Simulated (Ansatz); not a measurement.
Input file for Ansatz (an electronic-structure program): R-wB97X-V/def2-TZVPP on FH3PbSi (SMILES [F][Pb][SiH3]), a point of a torsion scan. Elements past Kr take the def2 small-core potentials; no spin–orbit coupling.

Ansatz 0.2 input:
```yaml
crystal:
  periodic: [false, false, false]
  atoms:
    - {symbol: F, position_ang: [2.73044002, 0.74929430, -0.05798955]}
    - {symbol: Pb, position_ang: [1.77345995, -1.13851890, 0.03810212]}
    - {symbol: Si, position_ang: [-0.68888428, -0.05169141, 0.00629390]}
    - {symbol: H, position_ang: [-1.50344396, -0.48834687, -1.13809667]}
    - {symbol: H, position_ang: [-0.78865955, 1.40173787, -0.01379999]}
    - {symbol: H, position_ang: [-1.51823488, -0.45678245, 1.15208265]}
basis:
  gaussian:
    orbitals: def2-TZVPP
hamiltonian:
  xc: {name: wB97X-V}
scf: {lower_state_search: off}
```

The head of its log:

```
WARN ansatz: RAYON_NUM_THREADS=1 ignored (pool sized by the plan → 1); use --threads N
Functional definition: wB97X-V
these checks for a lower state are left out or cut short: stability, starts, cluster_reference, orbital_swaps, neighbouring_geometries, increment
integrals: 0.11 GiB planned
1041 factors; their error is unknown
integrals: 0.14 GiB planned
277 factors; integrals over basis functions are off by at most 1.3e-5 eV
mean field: 0.87 GiB planned
mean field evaluation 1: about -15886.9223 eV, gradient 4.4e1 eV
mean field evaluation 2: about -15880.7955 eV, gradient 8.2e1 eV
```

Q: Give the final energy of this run.

A: -583.9729 hartree.
